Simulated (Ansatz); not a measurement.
The multiplicity is imposed and other spin states were not computed.

Species: [Zn(F)(N(CH3)2)] (charge 0, multiplicity 1).

Give a relaxed geometry from PBE-D3(BJ)/def2-SVP in Ansatz (a program for electronic structure).

This is not unique; one that fits is the end point of this relaxation, one of several conformers.
Cartesian coordinates (Å) in one orientation:
```xyz
11

Zn     0.057    -0.241     0.158
F     -0.596     0.716     1.467
N      0.721    -1.076    -1.314
C     -0.104    -2.009    -2.052
C      2.135    -1.372    -1.401
H      0.175    -2.009    -3.135
H     -0.018    -3.073    -1.706
H     -1.177    -1.729    -1.998
H      2.421    -2.380    -0.997
H      2.476    -1.356    -2.466
H      2.741    -0.615    -0.860
```
